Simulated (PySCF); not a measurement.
CH₅BiO₃, SMILES C[O][Bi]([OH])[OH]. Atoms are numbered in the order given.

```xyz
10

Bi    -0.0707     0.1521     0.4294
O      0.4205     1.6212    -0.9652
H     -0.2292     1.5707    -1.6814
O     -1.8969    -0.2589    -0.5021
H     -1.8327    -1.0968    -0.9802
O      0.9638    -1.4287    -0.4624
C      1.3014    -1.3950    -1.8198
H      1.4929    -0.3694    -2.1882
H      2.2207    -1.9857    -1.9777
H      0.5111    -1.8381    -2.4584
```

Geometry: PBE0-D3(BJ)/def2-SVP. The structure was generated by enumeration; whether it is a known compound was not checked. The def2 effective core potentials stand for the cores of Bi; spin–orbit coupling is left out. Other conformers were not sampled.

The numbers are results of M06-2X/def2-TZVP (PySCF), not measurements.

The molecule is in vacuum.

```json
{
  "total_energy": "-481.32812 hartree",
  "highest_occupied_level": "-9.23 eV",
  "lowest_empty_level": "-0.27 eV",
  "orbital_gap": "8.96 eV",
  "dipole_moment": "0.327 e·Å",
  "quadrupole, principal values (traceless, Buckingham form, about the centre of nuclear charge)": "-6.97, -5.75, 12.72 D·Å",
  "mean_static_polarisability": "62.6 bohr³ (9.28 Å³)",
  "polarisability_principal_values": "58.3, 59.8, 69.8 bohr³"
}
```
